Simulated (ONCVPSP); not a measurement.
# An all-electron radial function and its pseudo partner (Ti)

Columns: radius, all-electron u(r) and pseudo u(r) of the 3s shell (level -62.62 eV) of titanium in the configuration [Ne] 3s2 3p6 3d2 4s1.75 4p0.25; LDA (Perdew-Wang 92), scalar-relativistic, ONCV scheme, ONCVPSP 4.0.1.

```tsv
r (bohr)	all-electron	pseudo
0.100	-0.0686	0.1971
0.200	-0.5687	0.3857
0.300	-0.4324	0.5575
0.400	-0.0049	0.7057
0.500	0.4384	0.8251
0.600	0.7795	0.9126
0.700	0.9920	0.9669
0.800	1.0918	0.9892
0.900	1.1060	0.9820
1.000	1.0630	0.9492
1.100	0.9854	0.8957
1.200	0.8901	0.8273
1.300	0.7887	0.7494
1.400	0.6886	0.6671
1.500	0.5944	0.5845
1.600	0.5084	0.5049
1.700	0.4316	0.4308
1.800	0.3642	0.3641
1.900	0.3058	0.3058
2.000	0.2557	0.2557
2.100	0.2131	0.2131
2.200	0.1770	0.1770
2.300	0.1467	0.1467
2.400	0.1213	0.1213
2.500	0.1001	0.1001
2.600	0.0825	0.0825
```

Question: How many radial nodes do the two functions have?

Answer: The all-electron 3s function has n − l − 1 = 2 (the table is too coarse to show those close to the nucleus); the pseudo-wave has 0, since the states of the same l below it are removed with the core.

Question: At about which radius was the pseudo-wave matched?

Answer: 1.90 bohr, where the columns begin to agree (steps of 0.10 bohr).

Question: Is the pseudo-wave norm-conserving?

Answer: Yes: the ONCV scheme keeps the norm inside the radius equal to the all-electron one, which fixes the energy derivative of the logarithmic derivative at the level.
